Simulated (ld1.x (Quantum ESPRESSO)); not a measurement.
# Ranking RRKJ potentials for titanium

All share these settings but for the change named:

* Element: titanium
* Generator: ld1.x (Quantum ESPRESSO) 7.5
* Type: norm-conserving RRKJ (Kleinman–Bylander form)
* Functional: BP86
* Relativity: scalar-relativistic
* Frozen core: [Ne]
* Valence charge: 12
* Reference configuration: 3s2 3p6 3d2 4s0 4p0 (charge +2)
* Partial waves: 3p (bound): rc 1.30 bohr; 3d (bound): rc 2.55 bohr; 3s (bound): rc 1.65 bohr
* Local potential: the s channel
* Core correction: a·sin(br)/r model core inside 0.90 bohr

Cutoff: the first of the cutoffs (Ry, on a coarse ladder) from which the occupation-weighted sum of valence levels, in a spherical-Bessel basis at the reference potential, stays within 10 and 1 mRy of its value at 400 Ry; the density cutoff is not measured.

The base gives 70 Ry.

Of 10 variants that were run, those that failed, showed a ghost or another fault, or gave nearly equal values are left out.

A variant can come out equal or close to the base.

Problem. Rank these variants from softest to hardest (loose cutoff).
A. wave 3p (bound): rc 1.30 bohr becomes 3p (bound): rc 0.96 bohr
B. type TM
C. wave 3p (bound): rc 1.30 bohr becomes 3p (bound): rc 1.84 bohr
D. wave 3p (bound): rc 1.30 bohr becomes 3p (bound): rc 1.32 bohr

Solution. C (35 Ry), B (50 Ry), D (70 Ry), A (140 Ry).
